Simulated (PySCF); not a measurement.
SMILES F[SiH2]C#C[SiH](F)F (C2H3F3Si2) at its CAM-B3LYP/def2-SVP optimised geometry (Å):

```
10

Si    -0.5715    -0.3205     0.0000
F      1.0453    -0.3205     0.0000
C     -1.1440    -1.1544    -1.5335
C     -1.5428    -1.7022    -2.5449
Si    -2.0726    -2.5255    -4.0798
F     -2.9621    -3.8069    -3.7015
F     -3.0136    -1.5216    -4.9061
H     -1.0438     1.0806     0.0000
H     -1.0453    -1.0806     1.1764
H     -0.9453    -2.9449    -4.9227
```

Level of theory: CAM-B3LYP/def2-TZVP in PySCF.

Map of the log10 of the electron density (e/bohr³), floored at −4 on the plane z = 1.5 Å:

```
|                             |
|                             |
|                             |
|                             |
|                             |
|          ..                 |
|       .......               |
|      ..::::::.              |
|      .::----::.             |
|     .::------::..           |
|     .:--====--:::...        |
|     .:-======---::::.       |
|    .:-==++++==-----::.      |
|    .:-=++**++======-::.     |
|   .:-=+******++=====-:.     |
|   .:-+**####*+++====-:.     |
|   .-=+*#%%%##*++====-:.     |
|   :-=+#%@@@%#*+====--:.     |
|   :-=*#%@@@%#*+===--:.      |
|   :-=+#%@@@%#*+=---:..      |
|   .-=+*#%%%#*+=-:::..       |
|   .:-=+*###*+=--:..         |
|    .:-=++*++==-:.           |
|    .::-=====--:.            |
|     ..:-----:..             |
|       ..:::..               |
|                             |
|                             |
|                             |
```
Scale: ten equal steps from -4.00 (start of ' ') to -0.971 (end of '@'), in the order ' .:-=+*#%@'; x runs from -3.50 to 3.50, y from -3.50 (bottom) to 3.50 (top).
